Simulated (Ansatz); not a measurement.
Reaction (atomization): `[SiH3][SiH]1CS1` → C• + 6 H• + S• + 2 Si•

Calculated with Ansatz (gas phase, PBE0-D4/def2-TZVP geometries, no zero-point term in ΔE). CCSD(T)/CBS adds triple-zeta CCSD(T) − MP2 to the extrapolated MP2 energy (def2 sets, frozen cores). This one scheme is used for every species, atoms too. Functionals use def2-TZVPP. HSE06 is defined as in plane-wave codes. Open shells (•) are unrestricted, without spin–orbit coupling. Spin–orbit coupling would lower the free atoms: a little for C, S, Si.

CCSD(T)/CBS gives +3223.9 kJ/mol.

Problem. Another level gave +2369.4 kJ/mol. Which?
A. BHLYP/def2-TZVPP
B. HSE06/def2-TZVPP
C. r2SCAN/def2-TZVPP
D. HF/def2-TZVPP

Solution. D. HF/def2-TZVPP 2369.4, r2SCAN 3232.0, BHLYP 3118.8, HSE06 3201.0 kJ/mol.

Problem. What do rigid-rotor, harmonic-oscillator terms from PBE0-D4/def2-TZVP frequencies (298.15 K, 1 bar) make of the CCSD(T)/CBS value? (Best estimate.)

Solution. Computed: ΔZPE = -162.8 kJ/mol, ΔH = +3102.9 kJ/mol, ΔS = 1013 J/(mol·K), ΔG = +2800.8 kJ/mol. Open shells count their whole term as degenerate.

Largest T1 diagnostic among the species: 0.013.

At CCSD(T), def2-SVP lies −239.3 kJ/mol from the extrapolated value and def2-TZVPP −93.0 kJ/mol: correlation converges slowly with the basis, and small sets miss more of it in the bonded molecule than in its fragments. In def2-TZVPP, CCSD(T) changes the Hartree–Fock value by +761.5 kJ/mol (the triples alone add +47.2 kJ/mol) and MP2 by +776.0 kJ/mol; breaking electron pairs costs correlation energy, which Hartree–Fock lacks.

For atomizations the MP2-based limit and the directly extrapolated one differ by several kJ/mol either way, and by 10 to 25 for some Ge, Se and Sn compounds, so smaller differences from it don't rank the levels.
